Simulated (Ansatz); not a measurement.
Ideal-gas functions of GaH5InNO (`[OH][GaH][NH][InH2]`) at 600 K and 1 bar, from an Ansatz frequency run at PBE0-D4/def2-TZVP.

Molar mass 219.59 g/mol, point group Cs (symmetry number 1), electronic degeneracy 1, moments of inertia 31.123, 751.678, 782.801 u Å². Harmonic wavenumbers (cm⁻¹, unscaled): 59, 86, 155, 163, 349, 353, 460, 508, 525, 555, 593, 617, 688, 805, 834, 1070, 1845, 1851, 2008, 3587, 3913.

Use S(trans) = R[1.5 ln M + 2.5 ln T − 1.1517]; rotational temperatures θ = 24.2544 K / I; S(rot) = R[ln(√π/σ · √(T³/θAθBθC)) + 1.5]; for each mode x = 1.438777 ν̃/T, S = R[x/(eˣ − 1) − ln(1 − e⁻ˣ)] and H = RT x/(eˣ − 1); 1 cm⁻¹ = 0.0119627 kJ/mol; R = 8.31446 J/(mol·K).

Question: By hand: the entropy, in J/(mol·K).

Answer: Translation 190.6. Rotation: θ = 0.7793, 0.0323, 0.031 K, giving 126.8. Vibration, mode by mode: 24.58, 21.46, 16.59, 16.18, 10.03, 9.94, 7.91, 7.17, 6.93, 6.53, 6.05, 5.78, 5.03, 4.03, 3.81, 2.44, 0.55, 0.54, 0.39, 0.01, 0.01, in all 156.0. Electronic 0.0. Sum 473.4 J/(mol·K).

Question: By hand: H − E and G − E in kJ/mol, counted from the electronic energy.

Answer: Zero-point energy ½ × 21024 × 0.0119627 = 125.8; thermal vibration 45.2; translation, rotation and pV give 4 RT = 20.0. H − E = 191.0 kJ/mol, and G − E = 191.0 − 600 × 473.4/1000 = -93.0 kJ/mol.

Vibration gives 33 % of the entropy, 46.0 J/(mol·K) of it from the modes under 150 cm⁻¹: soft modes count most, and the harmonic formula is weakest for them. The sum counts one conformer and one mirror image; others add a mixing term.
